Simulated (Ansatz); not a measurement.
Si3Ge3, relaxed as a singlet with RKS PBE0-D4/def2-SVP in Ansatz, starting from the GFN1-xTB geometry. Force threshold 0.02 eV/Å.

The restricted singlet is unstable towards broken spin symmetry in Hartree–Fock (as tested in another run); at PBE0-D4/def2-SVP this wasn't settled. The structure comes from a short search, and lower isomers may exist.

Start:

Cartesian coordinates in Å:
```
Si 1.090 -0.217 -1.999
Si -2.012 -0.746 1.331
Si -0.761 -0.791 -0.615
Ge 1.619 -0.545 0.366
Ge -0.116 0.682 1.580
Ge 0.180 1.617 -0.664
```

Task: Estimate the energy that the relaxation releases and the steps that it takes.

Result: 20.8 kcal/mol, in 25 steps; 1.7 min on 4 threads of Arm Neoverse V2 on a shared host. No frequencies were taken in this run, so the end may be a saddle point.

Task: Does the start keep its bonding?

Result: Bonds lost: Ge5–Ge6 (atoms count from 1). Bonds formed: Si1–Si2, Si2–Ge4 (atoms count from 1).

Task: Predict the relaxed structure.

Result: 
```xyz
6

Si    0.4553   -1.0858   -1.5081
Si   -0.7571   -1.6738    0.5426
Si   -1.1416    0.4491   -0.5447
Ge    1.2726   -0.1833    0.7041
Ge   -0.7429    0.8534    1.8035
Ge    0.9138    1.6404   -0.9975
```
Bond lengths: 4 × Ge–Si 2.42 to 2.53 Å; 3 × Si–Si 2.42 to 2.45 Å; 2 × Ge–Ge 2.52 Å.
